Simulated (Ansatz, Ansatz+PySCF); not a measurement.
```xyz
2

H     0.0000    0.0000   -1.4079
F     0.0000    0.0000    0.1564
```

Basis set: 6-31G (spherical functions). Left uncorrelated: 1 orbital. Charge 0, multiplicity 1.

Computed with Ansatz (development build ahead of 0.2.0); each method stands on the lowest determinant of its kind that the runs found. Restricted open shells among the atoms or ions are ROHF, correlated in semicanonical orbitals with singles.

Problem. Give the atomization energy at this shape (free ground-state atoms in the same class of orbitals less the molecule, no zero-point energy) of singlet HF by PBE0 (unrestricted), RHF-CCSD(T), UHF-CCSD(T), RHF-MP2, UHF-MP2, RHF, UHF.

Solution.

```
             method  atomization energy
PBE0 (unrestricted)             1.91 eV
        RHF-CCSD(T)             1.88 eV
        UHF-CCSD(T)             1.86 eV
            RHF-MP2             1.70 eV
            UHF-MP2             0.91 eV
                RHF            -0.54 eV
                UHF             0.40 eV
```

Caution: the shape is not the minimum. Caution for RHF-CCSD(T), RHF-MP2, RHF: an unrestricted determinant lies well below. Caution for RHF-CCSD(T), UHF-CCSD(T), RHF-MP2, UHF-MP2: large amplitudes, a single reference is doubtful. Caution for UHF-CCSD(T), UHF-MP2: a plain start can end on a higher determinant. Caution for UHF-CCSD(T), UHF-MP2, UHF: the unrestricted determinant is spin contaminated. Caution for UHF-MP2: another reference gives a lower total.

This basis has no polarisation functions and is too small for such energies, which can lie far from measured ones in either direction.
